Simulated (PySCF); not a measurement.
C6H6NOS (charge +1).
Bonds: N1–C2, C2–C3 (aromatic), C3–C4 (aromatic), C4–C5, C5–O6 (double), C4–C7 (aromatic), C7–C8 (aromatic), C8–S9 (aromatic), C2–S9 (aromatic). Hydrogens: H10, H11 on N1; H12 on C3; H13 on C5; H14 on C7; H15 on C8.

Method: PySCF, PBE0/def2-SV(P) geometry optimisation, gas phase.

Give the optimised bond lengths and angles.

```json
{"bond": "N1–C2", "length (Å)": "1.330"}
{"bond": "C2–C3", "length (Å)": "1.417"}
{"bond": "C3–C4", "length (Å)": "1.376"}
{"bond": "C4–C5", "length (Å)": "1.508"}
{"bond": "C5=O6", "length (Å)": "1.196"}
{"bond": "C4–C7", "length (Å)": "1.420"}
{"bond": "C7–C8", "length (Å)": "1.359"}
{"bond": "C8–S9", "length (Å)": "1.712"}
{"bond": "C2–S9", "length (Å)": "1.726"}
{"bond": "N1–H10, N1–H11", "length (Å)": "1.018"}
{"bond": "C3–H12", "length (Å)": "1.097"}
{"bond": "C5–H13", "length (Å)": "1.116"}
{"bond": "C7–H14", "length (Å)": "1.095"}
{"bond": "C8–H15", "length (Å)": "1.096"}
```

Bonds in one row agree within 0.01 Å and their mean is given. A selection of angles:
```json
{"angle": "C2–N1–H10", "degrees": "120.5"}
{"angle": "C2–N1–H11", "degrees": "122.5"}
{"angle": "H10–N1–H11", "degrees": "117.0"}
{"angle": "N1–C2–C3", "degrees": "121.8"}
{"angle": "N1–C2–S9", "degrees": "117.0"}
{"angle": "C3–C2–S9", "degrees": "121.2"}
{"angle": "C2–C3–C4", "degrees": "124.0"}
{"angle": "C2–C3–H12", "degrees": "117.1"}
{"angle": "C4–C3–H12", "degrees": "118.9"}
{"angle": "C3–C4–C5", "degrees": "118.9"}
{"angle": "C3–C4–C7", "degrees": "123.9"}
{"angle": "C5–C4–C7", "degrees": "117.2"}
{"angle": "C4–C5–O6", "degrees": "121.6"}
{"angle": "C4–C5–H13", "degrees": "115.8"}
{"angle": "O6–C5–H13", "degrees": "122.6"}
{"angle": "C4–C7–C8", "degrees": "122.0"}
{"angle": "C4–C7–H14", "degrees": "117.8"}
{"angle": "C8–C7–H14", "degrees": "120.2"}
{"angle": "C7–C8–S9", "degrees": "125.0"}
{"angle": "C7–C8–H15", "degrees": "122.9"}
{"angle": "S9–C8–H15", "degrees": "112.2"}
{"angle": "C2–S9–C8", "degrees": "103.9"}
```

Torsions: C3–C4–C5–O6 180° (antiperiplanar).

C2 (aromatic carbon bearing nitrogen) is planar (angles 121.8°, 121.2° and 117.0°, sum 360.0°, 0.00 Å off the plane of its three neighbours). The 9 heavy atoms lie in one plane (0.001 Å rms). C3 (aromatic CH carbon) is planar (angles 124.0°, 118.9° and 117.1°, sum 360.0°, 0.00 Å off the plane of its three neighbours). C4 (substituted aromatic carbon) is planar (angles 123.9°, 118.9° and 117.2°, sum 360.0°, 0.00 Å off the plane of its three neighbours). The 5 C–C bonds span 1.359 Å (C7–C8, aromatic) to 1.508 Å (C4–C5, drawn single), a spread of 0.149 Å. S9 (ring sulfur) is bent (angle 103.9°). N1 (aniline-type nitrogen) is planar (angles 122.5°, 120.5° and 117.0°, sum 360.0°, 0.00 Å off the plane of its three neighbours).

Point group: Cs (tolerance 0.08 Å). No frequency check. One conformer (not necessarily the lowest) at the PBE0/def2-SV(P) geometry, without solvent, vibrations or thermal averaging.

Time: 35 s of wall time; peak memory 0.59 GiB. Hardware: an Arm Neoverse V2 with one thread, on a shared host. These figures are those of the optimisation.
